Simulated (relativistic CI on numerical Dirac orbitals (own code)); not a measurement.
## d1 to d9 in one octahedral field

Computed with a parametric ligand-field model without spin-orbit coupling, by exact diagonalisation: B = 770, C = 3520, 10Dq = 15700 cm⁻¹ (Oh; |10Dq|/B = 20.4) for every shell. Energies in cm⁻¹; the field energy is (0.6 n_e − 0.4 n_t2) × 10Dq of the ground term; g labels are left out.

| Shell | Ground term | Electrons in e | Field energy | First spin-allowed bands | Lowest term of other spin |
| --- | --- | --- | --- | --- | --- |
| d1 | 2T2 | 0.000 | -6280 | 2E 15700 |  |
| d2 | 3T1 | 0.037 | -11978 | 3T2 14297, 3T1 24444 | 1T2 12105 |
| d3 | 4A2 | 0.000 | -18840 | 4T2 15700, 4T1 22955 | 2E 16129 |
| d4 | 5E | 1.000 | -9420 | 5T2 15700 | 3T1 4951 |
| d5 | 6A1 | 2.000 | 0 | none | 2T2 12365 |
| d6 | 1A1 | 0.074 | -36518 | 1T1 13720, 1T2 22384 | 5T2 1814 |
| d7 | 4T1 | 2.037 | -11978 | 4T2 14297, 4T1 24444 | 2E 811 |
| d8 | 3A2 | 2.000 | -18840 | 3T2 15700, 3T1 22955 | 1E 12980 |
| d9 | 2E | 3.000 | -9420 | 2T2 15700 |  |

Low spin: d6; the other shells keep the spin of the free ion. Only d4 to d7 can choose; the field needed to pair spins is smallest for d6 and largest for d5, which loses most exchange energy. In the strong-field picture 10Dq must exceed about 6B + 5C = 22220 (d4), 7.5B + 5C = 23375 (d5), 2.5B + 4C = 16005 (d6) and 4B + 4C = 17160 (d7); mixing of terms shifts these bounds somewhat.
